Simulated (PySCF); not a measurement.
**KB⁺ at PBE**

Level: PBE. K aug-pcseg-1, B aug-pcseg-1; no relativity (PySCF 2.14).

| Item | Value |
| --- | --- |
| state | ²Σ⁺ (doublet), unpaired electrons σ ↑ |
| bond length | 3.379 Å |
| harmonic wavenumber | 136 cm⁻¹ |
| force constant | 0.0942 mdyn/Å |
| rotational constant Be | 0.1720 cm⁻¹ |
| anharmonicity ωexe | 1.94 cm⁻¹ |
| vibration–rotation constant αe | 0.00340 cm⁻¹ |
| well depth De to K⁺ + B | 0.38 eV |
| dissociation energy D0 | 0.37 eV |
| bond order (Mayer) | 0.12 |
| dipole moment (positive dipole points towards B; it is taken about the centre of mass and depends on that origin) | -1.79 D |

The bond is weak. Basis-set superposition, not corrected here, can be much of De in a small basis, most of all at correlated wavefunction levels. For an ion De counts to the pair picked by the measured ionisation energies or electron affinities, which need not be the lowest pair at this level. The state is the lowest determinant that a PBE0 search found; another state may lie lower at other levels.
